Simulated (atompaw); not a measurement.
## Pseudopotential generation for Ce: PAW (atompaw), PBE, scalar-relativistic.

The input file (atompaw 4.2.0.5):

```
Ce 58
GGA-PBE scalarrelativistic loggrid 2001 logderivrange -5 5 251
6 6 5 4 0 0
6 1 0
5 2 1
4 3 1
0 0 0
c
c
c
c
v
v
c
c
c
v
v
c
c
v
v
3
3.00 3.00 3.00 2.50
n
n
y
0.1
n
y
-0.05
n
custom rrkj gramschmidtortho gaussian
bessel
2.60
3.00
2.20
3.00
3.00
3.00
1.70
1.70
PWSCFOUT
UPFDX 0.0125d0 UPFXMIN -7.d0 UPFZMESH 58.d0
END
```

Command:

```bash
atompaw < Ce.input > Ce.log
```

The program printed (summary file):

```
Completed calculations for Ce (AE)

 Exchange-correlation type: GGA, Perdew-Burke-Ernzerhof

 Radial integration grid is logarithmic
 r0 =   1.1590330E-04 h =   6.7223912E-03   n =      2001 rmax =   8.0000000E+01

 Scalar relativistic calculation

 AEatom converged in  36 iterations
   nz     =  58.00
   delta  =       9.979648738615E-15

 All Electron Orbital energies:
  n  l      occupancy      energy
  1  0      2.0000000E+00 -2.9598823E+03
  2  0      2.0000000E+00 -4.7391843E+02
  3  0      2.0000000E+00 -1.0205101E+02
  4  0      2.0000000E+00 -2.0649641E+01
  5  0      2.0000000E+00 -2.9833152E+00
  6  0      2.0000000E+00 -2.7523782E-01
  2  1      6.0000000E+00 -4.2442432E+02
  3  1      6.0000000E+00 -8.6312450E+01
  4  1      6.0000000E+00 -1.5512634E+01
  5  1      6.0000000E+00 -1.7070221E+00
  6  1      0.0000000E+00 -9.9091478E-02
  3  2      1.0000000E+01 -6.3963724E+01
  4  2      1.0000000E+01 -8.1204777E+00
  5  2      1.0000000E+00 -2.2483711E-01
  4  3      1.0000000E+00 -3.9553126E-01

 Total energy
   Total                    :   -17720.91305560098408

 ---
 Completed calculations for Ce (SC)

 Exchange-correlation type: GGA, Perdew-Burke-Ernzerhof

 Radial integration grid is logarithmic
 r0 =   1.1590330E-04 h =   6.7223912E-03   n =      2001 rmax =   8.0000000E+01

 Scalar relativistic calculation

 SCatom converged in   4 iterations
   nz     =  58.00
   delta  =       4.632872559340E-15

 Valence Electron Orbital energies:
  n  l      occupancy      energy
   5  0      2.0000000E+00 -2.9833152E+00
   6  0      2.0000000E+00 -2.7523782E-01
   5  1      6.0000000E+00 -1.7070221E+00
   6  1      0.0000000E+00 -9.9091478E-02
   5  2      1.0000000E+00 -2.2483711E-01
   4  3      1.0000000E+00 -3.9553126E-01

 Total energy
   Total                    :   -17720.91305560361434
   Valence                  :     -481.59813827892145

 PAW parameters:
       lmax =            3
         rc =    3.0085632617919149
        irc =         1513
   rc_shape =    3.0085632617919149
    rc_vloc =    3.0085632617919149
    rc_core =    2.5091659647512641
   Vloc: truncated form - Vps(r)=A.sin(qr)/r for r<rc
   Projector type: RRKJ pseudization + Gram-Schmidt ortho.
   Gaussian compensation charge shape with gausstol =   1.0000E-04

 Number of basis functions     8
 No.   n  nodes  l      Energy         Cp coeff         Occ
  1    5    4    0   -0.2983315E+01  0.1000000E+01  0.2000000E+01
  2    6    5    0   -0.2752378E+00  0.7651409E+00  0.2000000E+01
  3    5    3    1   -0.1707022E+01  0.1000000E+01  0.6000000E+01
  4    6    4    1   -0.9909148E-01  0.3073717E+00  0.0000000E+00
  5    5    2    2   -0.2248371E+00  0.1000000E+01  0.1000000E+01
  6  999    3    2    0.1000000E+00  0.4581597E-03  0.0000000E+00
  7    4    0    3   -0.3955313E+00  0.1000000E+01  0.1000000E+01
  8  999    1    3   -0.5000000E-01  0.3839139E-01  0.0000000E+00

 Eigenvalues of overlap operator (in the basis of projectors):
    1        8.14536582E-02
    2        1.14443310E-01
    3        5.03513523E-01
    4        8.55034405E-01
    5        4.83254834E+00
    6        6.42140414E+00
    7        7.65027076E+00
    8        1.62567655E+01

 Orbital leakage outside PAW augmentation regions
   orb  is_core?  %out_of_sphere
   1 0    T           0.00
   2 0    T           0.00
   3 0    T           0.00
   4 0    T           0.00
   5 0    F           0.90
   6 0    F          83.22
   2 1    T           0.00
   3 1    T           0.00
   4 1    T           0.00
   5 1    F           3.82
   6 1    F          94.94
   3 2    T           0.00
   4 2    T           0.00
   5 2    F          39.94
   4 3    F           1.65

 Summary of PAW energies
   Total valence energy     :   -481.59898995130192
   Smooth energy            :     75.68691071968517
   One center               :   -557.28590067098708
   Smooth kinetic           :     28.07552868462529
   Vloc energy              :     44.20560152425726
   Smooth exch-corr         :    -14.28233770959160
   One-center xc            :   -404.10640595678319
```

The run took about 8.8 s on one core of a shared server CPU.
